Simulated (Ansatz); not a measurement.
System: sum formula SnCl$_{2}$F$_{2}$, charge 0, multiplicity 1. 
Geometry from a B3LYP-D3(BJ)/def2-TZVP (Ansatz, a program for electronic structure) optimisation:
SMILES: [F][Sn]([Cl])([F])[Cl]
```xyz
5

F     -0.0993    -1.4702    -1.4059
Sn    -0.0148    -0.2112     0.0159
F     -0.0905    -1.2442     1.6099
Cl    -1.8461     1.1629    -0.0818
Cl     1.9900     0.8954    -0.0729
```

Basis-set convergence of Hartree-Fock and CCSD(T) correlation energies (hartree) with Ansatz. Cores are frozen in the correlated levels unless marked. Spin-orbit coupling is left out. Frozen are the shells of the preceding noble gas and the d and f shells that filled before the atom's block. Past Kr the def2 sets carry scalar-relativistic core potentials.

```csv
basis,functions,E(HF),"E(corr, CCSD(T))"
def2-SVP,90,-1330.90529,-0.75717
def2-TZVPP,196,-1331.50044,-1.04302
def2-QZVPP,336,-1331.54041,-1.14109
```

Extrapolating the two largest sets (X = 3 and 4) as X^-3: E(corr) = (64·(-1.14109) - 27·(-1.04302))/37 = -1.2127 Eh, an estimate of the basis-set limit. The largest set recovers 94.1 % of it, the smallest 62.4 %.
